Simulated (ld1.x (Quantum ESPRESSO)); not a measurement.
## Building the PAW potential for mercury (Hg) (PBEsol, scalar-relativistic).

ld1.x (Quantum ESPRESSO) 7.5 was run on this input:

```
&input
   title='Hg', zed=80., rel=1, dft='PBESOL', iswitch=3,
   config='[Xe] 4f14 5d10 5f-2 6s2 6p0',
   nld=4, rlderiv=3.80, eminld=-3.0, emaxld=5.0, deld=0.02
 /
 &inputp
   pseudotype=3, lpaw=.true., tm=.true., lloc=-1, rcloc=2.10,
   nlcc=.true., new_core_ps=.true., rcore=2.00,
   which_augfun='PSQ', rmatch_augfun_nc=.true.,
   file_pseudopw='Hg.UPF', file_wfcaegen='ae.wfc', file_wfcncgen='nc.wfc', file_beta='beta', file_chi='chi', file_wfcusgen='us.wfc'
 /
7
6S  1  0   2.00   0.00  2.25  2.55  0.0
6S  1  0   0.00   0.30  2.25  2.55  0.0
6P  2  1   0.00   0.00  2.55  3.50  0.0
6P  2  1   0.00   3.05  2.55  3.50  0.0
5D  3  2  10.00   0.00  2.00  2.40  0.0
5D  3  2   0.00   3.20  2.00  2.40  0.0
5F  4  3  -2.00   0.15  2.35  2.70  0.0
 &test
   configts(1)='5d10 6s2 6p0'
 /
```

Command:

```bash
ld1.x < Hg.in > Hg.out
```

The program printed (shortened: banner, matrices, multipoles, cross overlaps and the repeated all-electron block are left out):

```
Program LD1 v.7.5

     !!!!!!!!!!!!!!!!!!! WARNING !!!!!!!!!!!!!!!!!!!!!!!
     Message from routine ld1_readin:
     US requires at least two energies per channel 5F
     !!!!!!!!!!!!!!!!!!!!!!!!!!!!!!!!!!!!!!!!!!!!!!!!!!!
     --------------------------- All-electron run ----------------------------

     Hg
     scalar relativistic calculation

     atomic number is 80.00
     dft =PBESOL   lsd =0 sic =0 latt =0  beta=0.20 tr2=1.0E-14
     Exchange-correlation= PBESOL
                           (   1   4  10   8   0   0   0)
     mesh =1279 r(mesh) =  98.78773 a.u. xmin = -7.00 dx = 0.01250
     1 Ry =  13.60569312 eV, c = 137.03599908

     n l     nl                  e(Ry)          e(Ha)          e(eV)
     1 0     1S 1( 2.00)     -6112.0823     -3056.0411    -83159.1160
     2 0     2S 1( 2.00)     -1083.2697      -541.6348    -14738.6350
     2 1     2P 1( 6.00)      -934.0838      -467.0419    -12708.8578
     3 0     3S 1( 2.00)      -257.0488      -128.5244     -3497.3267
     3 1     3P 1( 6.00)      -213.9582      -106.9791     -2911.0493
     4 0     4S 1( 2.00)       -56.4916       -28.2458      -768.6071
     4 1     4P 1( 6.00)       -42.3662       -21.1831      -576.4209
     3 2     3D 1(10.00)      -168.6479       -84.3239     -2294.5714
     5 0     5S 1( 2.00)        -8.6910        -4.3455      -118.2468
     5 1     5P 1( 6.00)        -4.8900        -2.4450       -66.5325
     4 2     4D 1(10.00)       -25.6211       -12.8105      -348.5925
     4 3     4F 1(14.00)        -7.0528        -3.5264       -95.9583
     5 2     5D 1(10.00)        -0.7261        -0.3631        -9.8792
     6 0     6S 1( 2.00)        -0.5046        -0.2523        -6.8660
     6 1     6P 1( 0.00)        -0.0728        -0.0364        -0.9906

     final scf error:  3.7E-15 reached in  35 iterations

     Etot =  -39234.697966 Ry,  -19617.348983 Ha, -533815.260292 eV

     Ekin =   44053.370571 Ry,   22026.685286 Ha,  599376.641028 eV
     Encl =  -97767.839359 Ry,  -48883.919680 Ha,-1330199.219623 eV
     Eh   =   15209.693376 Ry,    7604.846688 Ha,  206938.420565 eV
     Exc  =    -729.922553 Ry,    -364.961277 Ha,   -9931.102262 eV

     normalization and overlap integrals

     s(1S/1S) =  1.000000  <r> =   0.0166  <r2> =    0.0004  r(max) =   0.0102
     s(2S/2S) =  1.000000  <r> =   0.0699  <r2> =    0.0058  r(max) =   0.0589
     s(2P/2P) =  1.000000  <r> =   0.0633  <r2> =    0.0049  r(max) =   0.0488
     s(3S/3S) =  1.000000  <r> =   0.1807  <r2> =    0.0373  r(max) =   0.1662
     s(3P/3P) =  1.000000  <r> =   0.1822  <r2> =    0.0385  r(max) =   0.1662
     s(4S/4S) =  1.000000  <r> =   0.3993  <r2> =    0.1799  r(max) =   0.3746
     s(4P/4P) =  1.000000  <r> =   0.4256  <r2> =    0.2058  r(max) =   0.3938
     s(3D/3D) =  1.000000  <r> =   0.1651  <r2> =    0.0319  r(max) =   0.1361
     s(5S/5S) =  1.000000  <r> =   0.9010  <r2> =    0.9108  r(max) =   0.8232
     s(5P/5P) =  1.000000  <r> =   1.0394  <r2> =    1.2220  r(max) =   0.9328
     s(4D/4D) =  1.000000  <r> =   0.4490  <r2> =    0.2329  r(max) =   0.4037
     s(4F/4F) =  1.000000  <r> =   0.4826  <r2> =    0.2811  r(max) =   0.3653
     s(5D/5D) =  1.000000  <r> =   1.5000  <r2> =    2.6897  r(max) =   1.1682
     s(6S/6S) =  1.000000  <r> =   2.6813  <r2> =    8.2718  r(max) =   2.2100
     s(6P/6P) =  1.000000  <r> =   4.5556  <r2> =   25.2674  r(max) =   3.2559

     ------------------------ End of All-electron run ------------------------

     --------------------- Generating PAW atomic setup --------------------

      Generating local potential from pseudized AE potential:
      Matching radius rcloc =   2.1000

      Local pseudo, rcloc= 2.102 Estimated cut-off energy=     5.74 Ry

      Computing core charge for nlcc:

       r > 2.02 : true rho core
      Core charge pseudized with two Bessel functions
      Integrated core pseudo-charge :   3.99
      Wfc-us  6S rcutus= 2.568  Estimated cut-off energy=     7.10 Ry
      Wfc-us  6S rcutus= 2.568  Estimated cut-off energy=     8.89 Ry
      Wfc-us  6P rcutus= 3.466  Estimated cut-off energy=     6.28 Ry
      Wfc-us  6P rcutus= 3.466  Estimated cut-off energy=     6.35 Ry
      Wfc-us  5D rcutus= 2.382  Estimated cut-off energy=    21.07 Ry
      Wfc-us  5D rcutus= 2.382  Estimated cut-off energy=    19.69 Ry
      Wfc-us  5F rcutus= 2.699  Estimated cut-off energy=    19.18 Ry

     Required augmentation: PSQ   radius:    3.500000

     Q pseudized with Bessel functions
     Expected ecutrho=     140.3150 due to l1=  2   l2=  3

     Estimated PAW energy = -794.243824 Ryd

     ------------------- End of pseudopotential generation -------------------

     Computing logarithmic derivative in   3.80662
     Computing logarithmic derivative in   3.80662
     Computing the partial wave expansion
     R is outside the sphere for l=    0 j= 0.00
     R is outside the sphere for l=    0 j= 0.00
     R is outside the sphere for l=    1 j= 0.00
     R is outside the sphere for l=    1 j= 0.00
     R is outside the sphere for l=    2 j= 0.00
     R is outside the sphere for l=    2 j= 0.00
     R is outside the sphere for l=    3 j= 0.00

     ---------------------- Testing the pseudopotential ----------------------

     Hg
     scalar relativistic calculation

     atomic number is 80.00   valence charge is 12.00
     dft = SLA  PW   PSX  PSC   lsd =0 sic =0 latt =0  beta=0.20 tr2=1.0E-14
     mesh =1279 r(mesh) =  98.78773 xmin = -7.00 dx = 0.01250

     n l     nl             e AE (Ry)        e PS (Ry)    De AE-PS (Ry)
     3 2     5D   1(10.00)       -0.72611       -0.72611        0.00000
     1 0     6S   1( 2.00)       -0.50464       -0.50464        0.00000
     2 1     6P   1( 0.00)       -0.07281       -0.07281        0.00000

     eps = 9.1E-15  iter =  3

     Etot =  -39234.697966 Ry,  -19617.348983 Ha, -533815.260292 eV
     Etotps =  -794.243828 Ry,    -397.121914 Ha,  -10806.237785 eV

     Ekin =     192.710716 Ry,      96.355358 Ha,    2621.962858 eV
     Encl =    -335.305815 Ry,    -167.652907 Ha,   -4562.068017 eV
     Ehrt =      78.273821 Ry,      39.136911 Ha,    1064.969589 eV
     Ecxc =    -729.922550 Ry,    -364.961275 Ha,   -9931.102215 eV
     (Ecc =      -4.125674 Ry,      -2.062837 Ha,     -56.132649 eV)

     ---------------------- End of pseudopotential test ----------------------
```

Generation and configuration tests took about 2.1 s on one core of a shared server CPU.

Transferability test of the new file with ld1.x, input:

```
&input
   title='Hg', zed=80., rel=1, dft='PBESOL', iswitch=2,
   config='[Xe] 4f14 5d10 5f-2 6s2 6p0'
 /
 &test
   file_pseudo='Hg.UPF', nconf=8,
   configts(1)='5d10 6s2 6p0',
   configts(2)='5d10 6s1 6p0',
   configts(3)='5d10 6s0 6p0',
   configts(4)='5d9 6s0 6p0',
   configts(5)='5d10 6s0 6p2',
   configts(6)='5d9 6s2 6p1',
   configts(7)='5d10 6s0 6p1',
   configts(8)='5d9 6s2 6p0'
 /
```

```bash
ld1.x < Hg.test.in > Hg.test.out
```

Pseudopotential blocks of its output, shortened (energy terms left out):

```
     ---------------------- Testing the pseudopotential ----------------------

     n l     nl             e AE (Ry)        e PS (Ry)    De AE-PS (Ry)
     3 2     5D   1(10.00)       -0.72611       -0.72611        0.00000
     1 0     6S   1( 2.00)       -0.50464       -0.50464        0.00000
     2 1     6P   1( 0.00)       -0.07281       -0.07281        0.00000

     eps = 7.7E-15  iter =  3

     Etot =  -39234.697965 Ry,  -19617.348983 Ha, -533815.260291 eV
     Etotps =  -794.243828 Ry,    -397.121914 Ha,  -10806.237785 eV

     ---------------------- End of pseudopotential test ----------------------

          ---------------------- Testing the pseudopotential ----------------------

     n l     nl             e AE (Ry)        e PS (Ry)    De AE-PS (Ry)
     3 2     5D   1(10.00)       -1.38732       -1.38699       -0.00033
     1 0     6S   1( 1.00)       -1.08493       -1.08511        0.00018
     2 1     6P   1( 0.00)       -0.54270       -0.54303        0.00033

     eps = 6.3E-15  iter = 12

     Etot =  -39233.908605 Ry,  -19616.954302 Ha, -533804.520493 eV
     Etotps =  -793.454127 Ry,    -396.727063 Ha,  -10795.493358 eV
     dEtot_ae =       0.789361 Ry
     dEtot_ps =       0.789701 Ry,   Delta E=      -0.000340 Ry

     ---------------------- End of pseudopotential test ----------------------

          ---------------------- Testing the pseudopotential ----------------------

     n l     nl             e AE (Ry)        e PS (Ry)    De AE-PS (Ry)
     3 2     5D   1(10.00)       -2.11751       -2.11685       -0.00066
     1 0     6S   1( 0.00)       -1.71682       -1.71811        0.00130
     2 1     6P   1( 0.00)       -1.08311       -1.08479        0.00168

     eps = 5.6E-15  iter =  9

     Etot =  -39232.511818 Ry,  -19616.255909 Ha, -533785.516241 eV
     Etotps =  -792.056237 Ry,    -396.028118 Ha,  -10776.474090 eV
     dEtot_ae =       2.186147 Ry
     dEtot_ps =       2.187591 Ry,   Delta E=      -0.001444 Ry

     ---------------------- End of pseudopotential test ----------------------

          ---------------------- Testing the pseudopotential ----------------------

     n l     nl             e AE (Ry)        e PS (Ry)    De AE-PS (Ry)
     3 2     5D   1( 9.00)       -3.12409       -3.13356        0.00947  !
     1 0     6S   1( 0.00)       -2.50885       -2.51184        0.00299
     2 1     6P   1( 0.00)       -1.76025       -1.76395        0.00369

     eps = 1.1E-15  iter =  9

     Etot =  -39229.898640 Ry,  -19614.949320 Ha, -533749.962143 eV
     Etotps =  -789.438798 Ry,    -394.719399 Ha,  -10740.862020 eV
     dEtot_ae =       4.799325 Ry
     dEtot_ps =       4.805030 Ry,   Delta E=      -0.005705 Ry

     ---------------------- End of pseudopotential test ----------------------

          ---------------------- Testing the pseudopotential ----------------------

     n l     nl             e AE (Ry)        e PS (Ry)    De AE-PS (Ry)
     3 2     5D   1(10.00)       -1.01655       -1.01584       -0.00071
     1 0     6S   1( 0.00)       -0.71106       -0.71096       -0.00010
     2 1     6P   1( 2.00)       -0.21241       -0.21231       -0.00010

     eps = 5.0E-15  iter = 16

     Etot =  -39233.763718 Ry,  -19616.881859 Ha, -533802.549213 eV
     Etotps =  -793.309374 Ry,    -396.654687 Ha,  -10793.523892 eV
     dEtot_ae =       0.934247 Ry
     dEtot_ps =       0.934454 Ry,   Delta E=      -0.000207 Ry

     ---------------------- End of pseudopotential test ----------------------

          ---------------------- Testing the pseudopotential ----------------------

     n l     nl             e AE (Ry)        e PS (Ry)    De AE-PS (Ry)
     3 2     5D   1( 9.00)       -1.05149       -1.05277        0.00128
     1 0     6S   1( 2.00)       -0.68490       -0.68547        0.00057
     2 1     6P   1( 1.00)       -0.17461       -0.17449       -0.00012

     eps = 3.8E-15  iter = 16

     Etot =  -39233.932562 Ry,  -19616.966281 Ha, -533804.846444 eV
     Etotps =  -793.477461 Ry,    -396.738731 Ha,  -10795.810835 eV
     dEtot_ae =       0.765404 Ry
     dEtot_ps =       0.766367 Ry,   Delta E=      -0.000963 Ry

     ---------------------- End of pseudopotential test ----------------------

          ---------------------- Testing the pseudopotential ----------------------

     n l     nl             e AE (Ry)        e PS (Ry)    De AE-PS (Ry)
     3 2     5D   1(10.00)       -1.51711       -1.51614       -0.00097
     1 0     6S   1( 0.00)       -1.17712       -1.17715        0.00003
     2 1     6P   1( 1.00)       -0.61533       -0.61545        0.00013

     eps = 5.8E-15  iter = 11

     Etot =  -39233.356727 Ry,  -19616.678364 Ha, -533797.011814 eV
     Etotps =  -792.902277 Ry,    -396.451138 Ha,  -10787.985055 eV
     dEtot_ae =       1.341238 Ry
     dEtot_ps =       1.341551 Ry,   Delta E=      -0.000313 Ry

     ---------------------- End of pseudopotential test ----------------------

          ---------------------- Testing the pseudopotential ----------------------

     n l     nl             e AE (Ry)        e PS (Ry)    De AE-PS (Ry)
     3 2     5D   1( 9.00)       -1.57893       -1.58105        0.00212
     1 0     6S   1( 2.00)       -1.17451       -1.17552        0.00101
     2 1     6P   1( 0.00)       -0.59453       -0.59497        0.00044

     eps = 2.2E-15  iter = 21

     Etot =  -39233.555729 Ry,  -19616.777864 Ha, -533799.719370 eV
     Etotps =  -793.100373 Ry,    -396.550186 Ha,  -10790.680290 eV
     dEtot_ae =       1.142237 Ry
     dEtot_ps =       1.143455 Ry,   Delta E=      -0.001218 Ry

     ---------------------- End of pseudopotential test ----------------------
```
